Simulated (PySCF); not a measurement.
C2H2N, charge -1, singlet, geometry from GFN2-xTB (in this run its highest filled SCF level lies above zero, so its values depend strongly on the basis, on diffuse functions most of all); PBE/pcseg-1 (PySCF).

Input for PySCF:
```python
from pyscf import gto, scf, dft

mol = gto.M(
    atom='''
C     0.002395   -0.057386   -1.174303
C    -0.000305   -0.009406    0.173456
N    -0.002974    0.152823    1.341041
H     0.922982   -0.331997   -1.689352
H    -0.914707   -0.337015   -1.692856
''',
    basis='pcseg-1',
    charge=-1,
    spin=0,
    verbose=4,
)

mf = dft.RKS(mol)
mf.xc = 'pbe'
mf.init_guess = 'huckel'
mf.kernel()
mf.analyze()
```

What the program printed (banner, timings and long lists left out):

```
PySCF version 2.14.0

[INPUT] verbose = 4
[INPUT] num. atoms = 5
[INPUT] num. electrons = 22
[INPUT] charge = -1
[INPUT] spin (= nelec alpha-beta = 2S) = 0
[INPUT] symmetry False subgroup None
[INPUT] Mole.unit = angstrom
[INPUT] Symbol           X                Y                Z      unit          X                Y                Z       unit  Magmom
[...]
nuclear repulsion = 53.2282548384208
number of shells = 13
number of NR pGTOs = 89
number of NR cGTOs = 52
basis = pcseg-1
ecp = {}

******** <class 'pyscf.dft.rks.RKS'> ********
method = RKS
initial guess = huckel
damping factor = 0
level_shift factor = 0
DIIS = <class 'pyscf.scf.diis.CDIIS'>
diis_start_cycle = 1
diis_space = 8
diis_damp = 0
SCF conv_tol = 1e-09
SCF conv_tol_grad = None
SCF max_cycles = 50
direct_scf = True
direct_scf_tol = 1e-13
XC library pyscf.dft.libxc version 7.1.2
    S. Lehtola, C. Steigemann, M. J. T. Oliveira, and M. A. L. Marques,  SoftwareX 7, 1–5 (2018)
XC functionals = pbe
    J. P. Perdew, K. Burke, and M. Ernzerhof,  Phys. Rev. Lett. 77, 3865 (1996)
    J. P. Perdew, K. Burke, and M. Ernzerhof,  Phys. Rev. Lett. 78, 1396 (1997)
    J. P. Perdew, K. Burke, and M. Ernzerhof,  Phys. Rev. Lett. 77, 3865 (1996)
    J. P. Perdew, K. Burke, and M. Ernzerhof,  Phys. Rev. Lett. 78, 1396 (1997)
radial grids:
    Treutler-Ahlrichs [JCP 102, 346 (1995); DOI:10.1063/1.469408] (M4) radial grids

becke partition: Becke, JCP 88, 2547 (1988); DOI:10.1063/1.454033
pruning grids: <function nwchem_prune>
grids dens level: 3
symmetrized grids: False
atomic radii adjust function: <function treutler_atomic_radii_adjust>
small_rho_cutoff = 0
Set gradient conv threshold to 3.16228e-05
Initial guess from on-the-fly Huckel, doi:10.1021/acs.jctc.8b01089.
Spherically averaged atomic HF for {'C', 'N', 'H'}

******** <class 'pyscf.scf.atom_hf.AtomSphAverageRHF'> ********
method = AtomSphAverageRHF
initial guess = minao
damping factor = 0
level_shift factor = 0
DIIS = <class 'pyscf.scf.diis.CDIIS'>
diis_start_cycle = 1
diis_space = 8
diis_damp = 0
SCF conv_tol = 1e-09
SCF conv_tol_grad = None
SCF max_cycles = 50
direct_scf = True
direct_scf_tol = 1e-13
atom = C
Set gradient conv threshold to 3.16228e-05
Initial guess from minao.
init E= -37.2553306977139
cycle= 1 E= -37.3113501581496  delta_E= -0.056  |g|=    0  |ddm|= 0.465
cycle= 2 E= -37.3176499448015  delta_E= -0.0063  |g|=    0  |ddm|= 0.207
cycle= 3 E= -37.318519164585  delta_E= -0.000869  |g|=    0  |ddm|= 0.0474
cycle= 4 E= -37.318528820244  delta_E= -9.66e-06  |g|=    0  |ddm|= 0.00923
cycle= 5 E= -37.3185288206778  delta_E= -4.34e-10  |g|=    0  |ddm|= 5.54e-05
Extra cycle  E= -37.318528820682  delta_E= -4.22e-12  |g|=    0  |ddm|= 5.9e-06
Atomic HF for atom  C  converged. SCF energy = -37.318528820682

******** <class 'pyscf.scf.atom_hf.AtomSphAverageRHF'> ********
method = AtomSphAverageRHF
initial guess = minao
damping factor = 0
level_shift factor = 0
DIIS = <class 'pyscf.scf.diis.CDIIS'>
diis_start_cycle = 1
diis_space = 8
diis_damp = 0
SCF conv_tol = 1e-09
SCF conv_tol_grad = None
SCF max_cycles = 50
direct_scf = True
direct_scf_tol = 1e-13
atom = N
Set gradient conv threshold to 3.16228e-05
Initial guess from minao.
init E= -53.7515087363998
cycle= 1 E= -53.8074830132726  delta_E= -0.056  |g|=    0  |ddm|= 0.449
cycle= 2 E= -53.8150475838469  delta_E= -0.00756  |g|=    0  |ddm|= 0.216
cycle= 3 E= -53.81647799776  delta_E= -0.00143  |g|=    0  |ddm|= 0.057
cycle= 4 E= -53.8164922190682  delta_E= -1.42e-05  |g|=    0  |ddm|= 0.00956
cycle= 5 E= -53.8164922192062  delta_E= -1.38e-10  |g|=    0  |ddm|= 3.63e-05
Extra cycle  E= -53.8164922192105  delta_E= -4.28e-12  |g|=    0  |ddm|= 5.28e-06
Atomic HF for atom  N  converged. SCF energy = -53.8164922192105

******** 1 electron system ********
Atomic HF for atom  H  converged. SCF energy = -0.498590210892606

[...]
tot grids = 61760
init E= -130.527171669274
[...]
cycle= 1 E= -124.52996448017  delta_E=    6  |g|= 4.92  |ddm|= 12.2
[...]
cycle= 2 E= -102.249545238852  delta_E= 22.3  |g|= 6.06  |ddm|= 65.9
[...]
cycle= 3 E= -119.535084001601  delta_E= -17.3  |g|= 4.04  |ddm|= 59.3
[...]
cycle= 4 E= -126.357388468776  delta_E= -6.82  |g|= 3.96  |ddm|=   57
[...]
cycle= 5 E= -131.784505242898  delta_E= -5.43  |g|= 0.774  |ddm|= 3.61
[...]
cycle= 6 E= -131.79993384265  delta_E= -0.0154  |g|= 0.73  |ddm|= 1.37
[...]
cycle= 7 E= -131.919836971822  delta_E= -0.12  |g|= 0.337  |ddm|= 0.873
[...]
cycle= 8 E= -131.941496927799  delta_E= -0.0217  |g|= 0.166  |ddm|= 0.246
[...]
cycle= 9 E= -131.949381863703  delta_E= -0.00788  |g|= 0.0455  |ddm|= 0.204
[...]
cycle= 10 E= -131.949836544362  delta_E= -0.000455  |g|= 0.00564  |ddm|= 0.0414
[...]
cycle= 11 E= -131.94984633969  delta_E= -9.8e-06  |g|= 0.000668  |ddm|= 0.0109
[...]
cycle= 12 E= -131.949846505772  delta_E= -1.66e-07  |g|= 8.52e-05  |ddm|= 0.00152
[...]
cycle= 13 E= -131.949846507625  delta_E= -1.85e-09  |g|= 1.73e-05  |ddm|= 0.000168
[...]
cycle= 14 E= -131.949846507705  delta_E= -8.03e-11  |g|= 1.49e-06  |ddm|= 3.01e-05
[...]
Extra cycle  E= -131.949846507704  delta_E= 1.25e-12  |g|= 2.78e-06  |ddm|= 6.23e-06
converged SCF energy = -131.949846507704
**** SCF Summaries ****
Total Energy =                        -131.949846507704081
Nuclear Repulsion Energy =              53.228254838420824
One-electron Energy =                 -288.325521230894992
Two-electron Energy =                  103.147419884770116
Two-electron Coulomb Energy =          121.658747498896645
DFT Exchange-Correlation Energy =      -18.511327614126532
HOMO-LUMO gap [eV] =                     3.992794300927065
**** MO energy ****
[...]
 ** Mulliken pop on meta-lowdin orthogonal AOs  **
 ** Mulliken pop  **
 ** Mulliken atomic charges  **
charge of    0C =     -0.66674
charge of    1C =      0.05354
charge of    2N =     -0.51984
charge of    3H =      0.06652
charge of    4H =      0.06652

WARN: System has nonzero charge -1; the dipole moment is origin-dependent.
Location of origin: [0. 0. 0.]

Dipole moment(X, Y, Z, Debye):  0.00492, -0.86508, -1.34096
```
